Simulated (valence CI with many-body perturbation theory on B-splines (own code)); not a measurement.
Dy¹⁷⁺: M1 decay

Calculated by relativistic CI+MBPT: three valence electrons over a frozen Dirac-Fock core [Kr] 4d10, a basis of 7 s, 7 p, 7 d, 7 f, 4 g, 2 h functions for each j, with the one-electron correlation potential Σ1, the two-electron term Σ2, the three-electron term Σ3, Breit, model QED; selected CI, second order for the rest, scaled by the run's own slope (own B-spline code, finite nucleus).

No measured spectrum was set against this ion. As an estimate, terms of the open shell hold to a few per cent of their energy, and close levels can change places.

Lines 1 to 50 of 120 in falling wavelength, among levels below 122.31 eV, chosen from the decays that carry over 1 % of a level's rate. Wavelengths and rates use the calculated energies, so an error of 2000 cm⁻¹ moves a line at 37030 Å by 74 % and its rate by three times that or more. Weak lines are less certain than strong ones. Lines between different terms over intervals too small for the method are left out, as are lines whose strength nearly cancels. Where a level lies close to another of its J and parity, the split of strength between their lines is uncertain.

Names give the largest LS component (configuration and term), which can be under half, so a name can repeat, a term be missing and a line seem to break the LS rules; names also repeat where a configuration has a term twice. Letters in brackets count levels of one name in rising energy.

```tsv
λ vac (Å)	Upper	Lower	Type	A (s⁻¹)	Branch %
37030	4f3 4S°_3/2	4f3 4F°_5/2	M1	3.82e-02	2.4
36540	4f3 4F°_7/2	4f3 4F°_5/2	M1	6.34e-01	26.7
28330	4f3 4D°_1/2	4f3 4D°_3/2	M1	2.18e+00	19.9
26130	4f3 2L°_17/2	4f3 2L°_15/2	M1	6.14e-01	3.3
23310	4f3 4F°_5/2	4f3 4F°_3/2	M1	2.94e+00	100.0
21690	4f3 4F°_9/2	4f3 4F°_7/2	M1	1.69e+00	6.5
21510	4f3 2P°_1/2	4f3 2D°_3/2 [a]	M1	8.50e-01	3.2
20080	4f3 4F°_7/2	4f3 2H°_9/2 [a]	M1	8.95e-01	37.8
19270	4f3 2I°_13/2	4f3 2I°_11/2	M1	1.32e+00	5.1
17410	4f3 4G°_5/2	4f3 4F°_7/2	M1	3.05e-01	25.6
17140	4f3 4G°_11/2	4f3 4G°_9/2	M1	4.77e+00	28.9
16000	4f3 2K°_15/2	4f3 2K°_13/2	M1	2.67e+00	4.5
15240	4f3 4I°_15/2	4f3 4I°_13/2	M1	8.90e+00	100.0
14740	4f3 4I°_13/2	4f3 4I°_11/2	M1	1.47e+01	100.0
14440	4f3 4I°_11/2	4f3 4I°_9/2	M1	1.35e+01	100.0
14310	4f3 4S°_3/2	4f3 4F°_3/2	M1	1.52e+00	97.5
14240	4f3 4G°_7/2 [b]	4f3 4G°_5/2	M1	8.23e+00	38.5
14080	4f3 4D°_3/2	4f3 2D°_5/2	M1	4.08e-01	4.2
13910	4f3 4G°_7/2 [a]	4f3 4F°_7/2	M1	2.25e+00	13.6
13480	4f3 2D°_5/2	4f3 2D°_3/2 [a]	M1	2.13e+00	5.4
13260	4f3 4G°_9/2	4f3 4G°_7/2 [a]	M1	1.07e+01	36.9
12990	4f3 2G°_9/2 [a]	4f3 4G°_7/2 [b]	M1	6.94e+00	12.2
11970	4f3 2D°_3/2 [b]	4f3 2D°_5/2	M1	4.33e+00	5.1
11810	4f3 4D°_7/2	4f3 4D°_5/2	M1	9.71e+00	70.9
11790	4f3 4G°_5/2	4f3 4F°_5/2	M1	1.23e-01	10.3
10430	4f3 4F°_9/2	4f3 2H°_9/2 [a]	M1	1.16e+01	44.2
10130	4f3 4D°_3/2	4f3 2P°_1/2	M1	1.35e+00	13.7
10070	4f3 4G°_7/2 [a]	4f3 4F°_5/2	M1	8.21e+00	49.4
9880	4f3 4G°_9/2	4f3 4F°_9/2	M1	2.88e+00	9.9
9774	4f3 2I°_11/2	4f3 4G°_11/2	M1	1.91e+00	7.6
8991	4f3 2D°_3/2 [b]	4f3 2P°_1/2	M1	8.72e+00	10.2
8809	4f3 2H°_11/2 [a]	4f3 2H°_9/2 [a]	M1	1.29e+01	30.3
8218	4f3 4G°_7/2 [a]	4f3 2H°_9/2 [a]	M1	3.64e+00	21.9
7833	4f3 4G°_7/2 [b]	4f3 4F°_7/2	M1	6.10e+00	28.6
7831	4f3 4G°_5/2	4f3 4F°_3/2	M1	4.53e-01	38.1
7533	4f3 2G°_9/2 [a]	4f3 4G°_7/2 [a]	M1	2.61e+00	4.6
7464	4f3 4D°_1/2	4f3 2P°_1/2	M1	2.78e+00	25.3
7097	4f3 2G°_9/2 [a]	4f3 2H°_11/2 [a]	M1	7.55e+00	13.3
7045	4f3 4G°_11/2	4f3 2H°_11/2 [a]	M1	7.22e+00	43.8
6987	4f3 4D°_5/2	4f3 2D°_3/2 [a]	M1	7.88e+00	30.4
6888	4f3 4D°_3/2	4f3 2D°_3/2 [a]	M1	9.35e-01	9.5
6579	4f3 2D°_3/2 [a]	4f3 4S°_3/2	M1	2.96e+01	46.6
6509	4f3 4D°_7/2	4f3 2D°_5/2	M1	3.67e-01	2.7
6497	4f3 2D°_5/2	4f3 4G°_7/2 [a]	M1	2.61e+00	6.6
6450	4f3 4G°_7/2 [b]	4f3 4F°_5/2	M1	6.40e+00	30.0
6341	4f3 2D°_3/2 [b]	4f3 2D°_3/2 [a]	M1	3.83e+01	44.7
6308	4f3 2G°_9/2 [a]	4f3 4F°_9/2	M1	2.95e+01	51.9
6267	4f3 4G°_11/2	4f3 4F°_9/2	M1	4.41e-01	2.7
6224	4f3 2I°_11/2	4f3 4G°_9/2	M1	3.06e+00	12.2
5985	4f3 4D°_5/2	4f3 4G°_7/2 [b]	M1	5.89e-01	2.3
```
